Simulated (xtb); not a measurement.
xtb input (GFN2-xTB):

```bash
xtb mol.xyz --gfn 2 --sp --chrg 1 --uhf 0
```
mol.xyz:
```
4

C     -1.30140524    -1.18480293     0.04320733
I      0.21068024     0.19180387    -0.00699469
H     -1.68009966    -1.49242257     1.00329335
H     -1.67752164    -1.56436514    -0.89181858
```

End of the output:

```
         :::::::::::::::::::::::::::::::::::::::::::::::::::::
         ::                     SUMMARY                     ::
         :::::::::::::::::::::::::::::::::::::::::::::::::::::
         :: total energy              -6.379815230443 Eh    ::
         :: gradient norm              0.051246055887 Eh/a0 ::
         :: HOMO-LUMO gap              1.207461329218 eV    ::
         ::.................................................::
         :: SCC energy                -6.430053235469 Eh    ::
         :: -> isotropic ES            0.134229449688 Eh    ::
         :: -> anisotropic ES         -0.012295325369 Eh    ::
         :: -> anisotropic XC          0.006258067981 Eh    ::
         :: -> dispersion             -0.001051026148 Eh    ::
         :: repulsion energy           0.050238005026 Eh    ::
         :: add. restraining           0.000000000000 Eh    ::
         :: total charge               1.000000000000 e     ::
         :::::::::::::::::::::::::::::::::::::::::::::::::::::

           -------------------------------------------------
          |                Property Printout                |
           -------------------------------------------------

    * Orbital Energies and Occupations

         #    Occupation            Energy/Eh            Energy/eV
      -------------------------------------------------------------
         1        2.0000           -1.0338440             -28.1323
         2        2.0000           -0.8809171             -23.9710
         3        2.0000           -0.7959228             -21.6582
         4        2.0000           -0.7866342             -21.4054
         5        2.0000           -0.7472922             -20.3349
         6        2.0000           -0.7008297             -19.0705 (HOMO)
         7                         -0.6564563             -17.8631 (LUMO)
         8                         -0.5038578             -13.7107
         9                         -0.3082821              -8.3888
        10                         -0.3056156              -8.3162
        11                         -0.2611428              -7.1061
        12                         -0.2588335              -7.0432
        13                         -0.1194711              -3.2510
Note: The following floating-point exceptions are signalling: IEEE_DENORMAL
normal termination of xtb
        14                          0.0168706               0.4591
        15                          0.1722748               4.6878
      -------------------------------------------------------------
                  HL-Gap            0.0443734 Eh            1.2075 eV
             Fermi-level           -0.6786430 Eh          -18.4668 eV

     #   Z          covCN         q      C6AA      α(0)
     1   6 C        2.814     0.065    26.531     8.439
     2  53 I        0.970     0.439   341.426    31.897
     3   1 H        0.930     0.248     0.884     1.470
     4   1 H        0.930     0.248     0.884     1.470

 Mol. C6AA /au·bohr⁶  :        649.931785
 Mol. C8AA /au·bohr⁸  :      44623.303919
 Mol. α(0) /au        :         43.277614

Wiberg/Mayer (AO) data.
largest (>0.10) Wiberg bond orders for each atom

 ---------------------------------------------------------------------------
     #   Z sym  total        # sym  WBO       # sym  WBO       # sym  WBO
 ---------------------------------------------------------------------------
     1   6 C    3.723 --     2 I    1.895     4 H    0.914     3 H    0.914
     2  53 I    1.939 --     1 C    1.895
     3   1 H    0.938 --     1 C    0.914
     4   1 H    0.938 --     1 C    0.914
 ---------------------------------------------------------------------------

Topologies differ in total number of bonds
Writing topology from bond orders to xtbtopo.mol

molecular dipole:
                 x           y           z       tot (Debye)
 q only:       -1.560      -1.420       0.052
   full:       -1.195      -1.088       0.040       4.109
molecular quadrupole (traceless):
                xx          xy          yy          xz          yz          zz
 q only:        2.396       7.453       0.998      -0.275      -0.157      -3.395
  q+dip:        2.091       7.948       0.602      -0.295      -0.114      -2.693
   full:        2.867       6.877       1.574      -0.251      -0.219      -4.441

           -------------------------------------------------
          | TOTAL ENERGY               -6.379815230443 Eh   |
          | GRADIENT NORM               0.051246055887 Eh/α |
          | HOMO-LUMO GAP               1.207461329218 eV   |
           -------------------------------------------------

------------------------------------------------------------------------
------------------------------------------------------------------------
 total:
 SCF:
```

This state (charge 1, singlet) is run at the relaxed geometry of the species with charge 0 and multiplicity 2.
